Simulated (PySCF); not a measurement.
How exact exchange moves a shielding

Molecule: `InChI=1S/C5H11B/c1-4-5-6(2)3/h4H,1,5H2,2-3H3`.

Numbering as in the mapped SMILES `[CH2:1]=[CH:2][CH2:3][B:4]([CH3:5])[CH3:6]` (H(Xn): hydrogen on atom n). Ha(C1) is cis to C3; Hb(C1) is trans to C3.

GIAO shieldings (ppm, equivalent atoms averaged) in PySCF 2.14.0 with density-fitted response routines on the PBE0-D3(BJ)/def2-SVP geometry, basis pcSseg-1, gas phase, non-relativistic:

| functional | exact exchange (%) | σ(C3) | σ(C5/C6) | σ(B4) |
| --- | --- | --- | --- | --- |
| BLYP | 0 | 130.7 | 161.6 | 12.4 |
| BP86 | 0 | 135.2 | 165.5 | 16.6 |
| PBE | 0 | 135.1 | 165.7 | 15.1 |
| B3LYP | 20 | 137.0 | 165.8 | 17.1 |
| mPW1PW91 | 25 | 142.2 | 169.7 | 21.5 |
| BHandHLYP | 50 | 145.1 | 171.0 | 24.5 |
| HF | 100 | 157.3 | 178.8 | 39.4 |

**Question.** Fit each shielding as a line in the percentage of exact exchange.

**Answer.** σ(C3) = 133.8 + 0.24 x (rms 1.8 ppm); σ(C5/C6) = 164.3 + 0.14 x (rms 1.5 ppm); σ(B4) = 14.2 + 0.24 x (rms 1.7 ppm). The functionals also differ in their semilocal parts, which the line can't hold; Hartree–Fock has no correlation at all.

**Question.** What does the line predict for PBE0 (25 %), and what does the run give?

**Answer.** σ(C3): 139.8 predicted, 142.6 computed; σ(C5/C6): 167.8 predicted, 170.5 computed; σ(B4): 20.2 predicted, 21.1 computed ppm.
